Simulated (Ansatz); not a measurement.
```yaml
crystal:
  periodic: [false, false, false]
  atoms:
    - {symbol: C, position_ang: [0.589070, -0.926979, 1.790053]}
    - {symbol: C, position_ang: [0.897328, -0.256987, 0.689206]}
    - {symbol: C, position_ang: [0.256172, -0.482574, -0.638591]}
    - {symbol: Ge, position_ang: [-0.913925, 0.978150, -1.114560]}
    - {symbol: F, position_ang: [-1.466327, 0.902033, -2.736938]}
    - {symbol: F, position_ang: [-2.330353, 1.059279, -0.154630]}
    - {symbol: F, position_ang: [-0.160099, 2.510414, -0.956215]}
    - {symbol: H, position_ang: [-0.164643, -1.707885, 1.790743]}
    - {symbol: H, position_ang: [1.080213, -0.714056, 2.731461]}
    - {symbol: H, position_ang: [1.651397, 0.524577, 0.730346]}
    - {symbol: H, position_ang: [0.991146, -0.552027, -1.445340]}
    - {symbol: H, position_ang: [-0.352879, -1.389047, -0.651534]}
basis:
  gaussian: {orbitals: def2-mTZVP}
hamiltonian: {xc: {name: HF}}
correlation: {active_space: {window: {electrons: 2, orbitals: 1}}}
scf: {lower_state_search: light}
output: {forces: true}
```

```sh
$ ansatz run in.yaml --threads 4 --pin off --events-out ev --progress --plain --max-ram 11315MiB
```

Output, abridged:

```
Functional definition: HF
1483 factors; integrals over basis functions are off by at most 1.2e-3 eV
mean field evaluation 1: about -67763.5794 eV, gradient 5.2e1 eV
mean field evaluation 2: about -67763.7114 eV, gradient 5.2e1 eV
mean field evaluation 4: about -67768.8970 eV, gradient 4.5e0 eV
mean field evaluation 8: about -67768.9545 eV, gradient 2.7e-1 eV
mean field -67768.95482546 eV, -2490.4631543882 hartree, gradient 1.2e-6 eV, S^2 0.000000; 0 other end points of the search recorded, 0 dependent functions left out
reference -67768.95482546 eV, -2490.4631543882 hartree; 41, 41 occupied and 124, 124 virtual orbitals, 1483 factors
state -67768.95482546 eV, -2490.4631543882 hartree
Total energy: -67768.95482546 eV, -2490.4631543882 hartree
Atom 0 at     0.589070    -0.926979     1.790053 Å, force     0.110929     0.191542    -0.265307 eV/Å
Atom 1 at     0.897328    -0.256987     0.689206 Å, force     0.249864    -0.121169     0.862892 eV/Å
Atom 2 at     0.256172    -0.482574    -0.638591 Å, force    -0.230753    -0.168083    -0.633437 eV/Å
Atom 3 at    -0.913925     0.978150    -1.114560 Å, force    -0.580832     0.734754    -0.201539 eV/Å
Atom 4 at    -1.466327     0.902033    -2.736938 Å, force     0.250724     0.060082     0.783606 eV/Å
Atom 5 at    -2.330353     1.059279    -0.154630 Å, force     0.645716    -0.008317    -0.489087 eV/Å
Atom 6 at    -0.160099     2.510414    -0.956215 Å, force    -0.388885    -0.702409    -0.101403 eV/Å
Atom 7 at    -0.164643    -1.707885     1.790743 Å, force     0.286925     0.268293     0.034497 eV/Å
Atom 8 at     1.080213    -0.714056     2.731461 Å, force    -0.189916    -0.087640    -0.327132 eV/Å
Atom 9 at     1.651397     0.524577     0.730346 Å, force    -0.266765    -0.306381     0.007937 eV/Å
Atom 10 at     0.991146    -0.552027    -1.445340 Å, force    -0.178352    -0.096607     0.323379 eV/Å
Atom 11 at    -0.352879    -1.389047    -0.651534 Å, force     0.291344     0.235935     0.005594 eV/Å
Dipole moment:     0.491915    -0.622152     0.232623 e Å
```

Hardware: 4 threads of an Arm Neoverse V2 on a shared host. Wall time 3.9 s, peak host memory 0.67 GiB.
